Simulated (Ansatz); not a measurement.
This geometry of FH$_{7}$OW (10 atoms, charge 0, multiplicity 1) is a first-order saddle point.

The calculation used RKS BLYP/def2-SVP (Ansatz 0.2.0).

```xyz
10
Properties=species:S:1:pos:R:3
W 0.227 0.249 -0.146
F 0.066 0.030 2.001
H 1.556 -0.723 0.385
H -0.754 1.545 0.449
H -1.430 -0.132 -0.016
H -0.122 -1.417 -0.055
O 0.445 0.539 -1.947
H 0.523 0.782 -2.885
H 1.381 1.392 0.891
H 0.940 0.927 1.573
```

Which two structures does it join? (They come from a converged band through this point; their orientation in space is the band's.)

Bonds broken: W1–F2, W1–H10, H9–H10. Bonds formed: F2–H10.

Initial state:

```xyz
10
Properties=species:S:1:pos:R:3
W 0.050 0.063 0.115
F -0.049 -0.193 1.968
H 1.528 -0.919 0.327
H -1.000 1.456 0.513
H -1.604 -0.340 -0.094
H -0.265 -1.596 -0.187
O 0.449 0.605 -1.599
H 0.822 1.023 -2.395
H 1.748 1.281 0.780
H 1.154 1.812 0.821
```

Final state:

```xyz
10
Properties=species:S:1:pos:R:3
W 0.287 0.228 -0.357
F 0.036 0.118 2.240
H 1.564 -0.609 0.400
H -0.557 1.568 0.290
H -1.366 -0.071 -0.036
H -0.085 -1.383 0.049
O 0.610 0.342 -2.187
H 0.306 0.957 -2.884
H 1.312 1.275 0.573
H 0.725 0.768 2.162
```

How far does it lie above each of them?

1.02 eV above the first and 0.49 eV above the second. This is the barrier of this one path; another mechanism may lie lower. The orbitals stay closed-shell, which can raise the energy where a bond breaks towards radicals; this wasn't checked here.

Run time: 8.3 min on 2 threads of Arm Neoverse V1, on a shared host, peak memory 0.14 GiB.
